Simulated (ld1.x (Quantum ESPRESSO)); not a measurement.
# Mg PAW: all-electron and pseudo phase curves

- Element: Mg
- Generator: ld1.x (Quantum ESPRESSO) 7.5
- Type: PAW
- Functional: PBE
- Relativity: non-relativistic
- Frozen core: [Ne]
- Valence charge: 2
- Reference configuration: 3s2 3p0
- Partial waves: 3s (bound): rcut 1.85, rcutus 2.30 bohr; 3s channel at 0.55 Ry: rcut 1.85, rcutus 2.30 bohr; 3p (bound, empty): rcut 2.65, rcutus 3.55 bohr; 3p channel at 0.35 Ry: rcut 2.65, rcutus 3.55 bohr; 3d channel at 0.3 Ry: rcut 2.90, rcutus 3.50 bohr
- Local potential: all-electron potential smoothed inside 2.85 bohr (lloc = -1)
- Core correction: Bessel-smoothed model core, default radius (core density twice the valence density)
- Augmentation charge: PSQ, inside the norm-conserving radii

The phase is arctan(r·u′/u) with u = r·R(r), unwrapped; energies in Ry, scanned from -2 to 5 Ry. A pole is an energy at which the radial function vanishes at the test radius. The pseudo phase is shifted by a multiple of π to meet the all-electron one at the reference energy, and phase errors are pseudo minus all-electron; the curves can meet again beyond the range given. Levels narrower than the energy grid can be missing from the lists of poles.

| channel | radius (bohr) | reference energy (Ry) | poles, all-electron | poles, pseudo | unbroken range about the reference energy with phases within 0.05 rad | phase error 1 Ry above the reference energy (rad) |
| --- | --- | --- | --- | --- | --- | --- |
| s | 3.84 | -0.35 | 0.05, 3.02 | 0.05, 3.00 | below 4.3 | -0.000 |
| p | 3.84 | -0.10 | 0.56, 3.51 | 0.56, 3.22 | below 1.6 | -0.000 |
| d | 3.84 | 0.30 | 1.19, 3.81 | 1.21, 4.48 | below 1.8 | +0.009 |

Phases in the d channel:

```tsv
E (Ry)	all-electron	pseudo
-2.00	1.391	1.391
-1.52	1.366	1.366
-1.04	1.327	1.327
-0.56	1.256	1.256
-0.08	1.065	1.065
0.40	-0.243	-0.243
0.88	-1.415	-1.411
1.36	-1.630	-1.619
1.84	-1.825	-1.776
2.32	-2.966	-2.216
2.80	-4.450	-4.137
3.28	-4.628	-4.526
3.76	-4.705	-4.633
4.24	-4.765	-4.690
4.72	-4.840	-4.734
```
